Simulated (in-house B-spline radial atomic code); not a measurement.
Values are calculated unless marked as measured or tabulated.
## Se ion on Al atom: potential, deflection and energy transfer

The pair potential comes from two frozen, spherical free-atom densities (PBE, B-spline radial code, scalar-relativistic past argon): electrostatics plus the change in Thomas-Fermi kinetic and Dirac exchange energy where they overlap, the recipe behind the universal ZBL potential, which averages such potentials (from solid-state densities) over many pairs. It is written V = (Z1 Z2 e²/r) φ(r/a), with e² = 14.3996 eV·Å and a = 0.46850 Å/(Z1^0.23 + Z2^0.23); ZBL's fit is φ = 0.18175 e^(−3.1998x) + 0.50986 e^(−0.94229x) + 0.28022 e^(−0.4029x) + 0.02817 e^(−0.20162x). Where φ falls below 4e-4 it is continued as an exponential.

Masses 78.97 and 26.98 u.

```tsv
x = r/a	φ, this pair	φ, ZBL
0.1	0.8931	0.8928
0.25	0.7738	0.7647
0.5	0.6263	0.6096
1	0.4348	0.4164
1.5	0.315	0.2995
2	0.2341	0.2218
3	0.1355	0.1292
4	0.08391	0.08026
5	0.05382	0.05224
6.5	0.02878	0.02914
8	0.01678	0.01705
10	0.0091	0.008778
12	0.005067	0.00474
14.5	0.002396	0.002328
17	0.001132	0.001212
```

Question: At x = 0.5 the electrostatic, kinetic and exchange parts are 57406.23, 11960.08 and -380.63 eV. Find r, V and φ.

Answer: a = 0.46850/(2.2503 + 1.8039) = 0.11556 Å, so r = 0.05778 Å. V = 57406.23 + 11960.08 + (-380.63) = 68985.68 eV. The bare repulsion is 34 × 13 × 14.3996/0.05778 = 110150 eV, so φ = 0.6263, +2.7 % against ZBL's 0.6096. The kinetic (Pauli) term is 17 % of V here.

Question: The ion comes in at 216.3 keV with impact parameter 0.5778 Å. The scattering integral gives a centre-of-mass angle of 1.28° and a closest approach of 5.027 a. What are the reduced energy, the energy passed on and the laboratory angles?

Answer: ε = E a M2/(Z1 Z2 e² (M1 + M2)) = 216300 × 4.6235e-06 = 1. The most that one collision can pass on is γE with γ = 4 M1 M2/(M1 + M2)² = 0.7592. Here T = γE sin²(θ/2) = 0.7592 × 216300 × 0.0001249 = 20.5 eV. The ion turns by arctan(sin θ/(cos θ + M1/M2)) = 0.3°, and the struck atom leaves at (180° − θ)/2 = 89.4°. The closest approach is 0.581 Å. With ZBL the angle would be 1.22° and T = 18.51 eV.
